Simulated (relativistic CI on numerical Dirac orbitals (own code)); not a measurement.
**Electric-dipole lines of As3+**

Computed by Dirac-Coulomb-Breit CI, KLI orbitals optimised for each configuration, a model potential for QED, valence Slater integrals scaled by 0.85, P86 correlation energy added to each configuration (own radial code, finite nucleus).

Configuration list (outside the closed core [Ar] 3d10): 4s², 4s4p, 4p², 4s4d, 4s4f, 4d², 4s5s, 4p4d, 4s5p, 4f², 4s5d, 4p4f, 4s6s, 4s6p, 4p5s, 4s5f. Levels of other configurations are missing.

```
λ vac (nm)           Lower           Upper   A (s⁻¹)        gf  Branching (%)
    70.917   4s4p ³P°2 [4]   4s5s ³S1 [14]  3.26e+09  7.38e-01           56.2
    74.891   4s4p ³P°1 [3]   4s4d ³D2 [11]  5.72e+09  2.41e+00           75.4
    74.958   4s4p ³P°1 [3]   4s4d ³D1 [10]  3.19e+09  8.07e-01           41.4
    76.148   4s4p ³P°2 [4]   4s4d ³D3 [12]  7.42e+09  4.51e+00          100.0
    76.255   4s4p ³P°2 [4]   4s4d ³D2 [11]  1.87e+09  8.15e-01           24.6
    91.191     4s² ¹S0 [1]   4s4p ¹P°1 [5]  5.11e+09  1.91e+00          100.0
    93.101   4s4p ³P°1 [3]     4p² ³P2 [9]  1.16e+09  7.51e-01           25.9
    95.218   4s4p ³P°2 [4]     4p² ³P2 [9]  3.28e+09  2.23e+00           73.5
    95.511   4s4p ³P°1 [3]     4p² ³P1 [8]  1.20e+09  4.93e-01           25.6
    97.740   4s4p ³P°2 [4]     4p² ³P1 [8]  1.83e+09  7.88e-01           39.0
    101.30   4s4p ¹P°1 [5]    4p² ¹S0 [13]  5.24e+09  8.06e-01           99.5
    132.09   4s4d ³D2 [11]  4s4f ³F°3 [22]  6.89e+08  1.26e+00           81.3
    212.97  4s5p ³P°2 [19]   4s6s ³S1 [29]  5.95e+08  1.21e+00           15.8
    224.77  4s5p ³P°0 [17]   4s5d ³D1 [25]  5.82e+08  1.32e+00           25.2
    225.95  4s5p ³P°1 [18]   4s5d ³D2 [26]  7.68e+08  2.94e+00           33.8
    229.51  4s5p ³P°2 [19]   4s5d ³D3 [27]  1.01e+09  5.60e+00           45.8
    242.85   4s4d ³D3 [12]  4s5p ³P°2 [19]  3.55e+08  1.57e+00           49.4
    246.32   4s4d ³D2 [11]  4s5p ³P°1 [18]  3.03e+08  8.27e-01           43.4
    317.55   4s5s ³S1 [14]  4s5p ³P°2 [19]  2.95e+08  2.23e+00           41.1
    325.43   4s5s ³S1 [14]  4s5p ³P°1 [18]  2.70e+08  1.28e+00           38.6
```

Terms are leading LS components. Brackets give the number of a level in order of energy, since labels repeat. The list gives strong lines, with weight on those to low levels, without lines whose two gauges differ by over a factor of 2.5, among the lowest 66 of 88 levels, so that lines to higher ones, which can be the strongest, are missing, and without lines across small gaps between configurations, and without 132 lines that miss the measured interval by over 3.5 %, start from a term whose rates miss tabulated ones by over 60 %, have gauges far apart or, lacking measured levels, span too small a gap for the errors found; lines with a level outside our table were not tested and can miss by more. Levels whose partners in the same complex of configurations lie outside the list can be far off, and so can their lines. Rates are taken at the computed energies, electric ones in the length gauge.

For a near-neutral ion this model can misplace configurations by up to about 10,000 cm⁻¹ (more where the count of f electrons changes) and terms by 10 to 25 % of their spread. Rates follow the energies as ν³ (E1, M1) or ν⁵ (E2), so they and the lifetimes can be off by large factors. The fine structure of a lone outer electron comes out too small, for d and f at times inverted, and misplaced configurations move strength between like terms. 20 of the 20 excited levels that our extract of the measured tables holds in this range could be paired (the sources list more); they are missed by 3383 cm⁻¹ on average and 3888 at most, and levels without a partner can miss by more.

Question: From the table, what is the radiative lifetime of 4s4d ³D2?

Answer: The listed rates from this level add up to about 7.59e+09 s⁻¹, 100 % of its decay; with all channels τ = 1.32e-10 s.

LS names give the leading component of a level, which can be under half, so a name can repeat, a term be missing and a line seem to break the LS rules.
